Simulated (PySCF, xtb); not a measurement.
MgF, SMILES [F][Mg+], charge +1.

Harmonic wavenumbers (cm⁻¹) from GFN2-xTB (xtb 6.7.1) at its own minimum, in rising order: 548.

### Question
What does r2SCAN-D4/def2-TZVPD (PySCF 2.14.0) give at its own minimum? (Estimate from the structure and the level; the computed values follow.)

### Answer
814. Paired by order, the mean absolute difference is 266 cm⁻¹ and the zero-point energies are 0.8 and 1.2 kcal/mol.
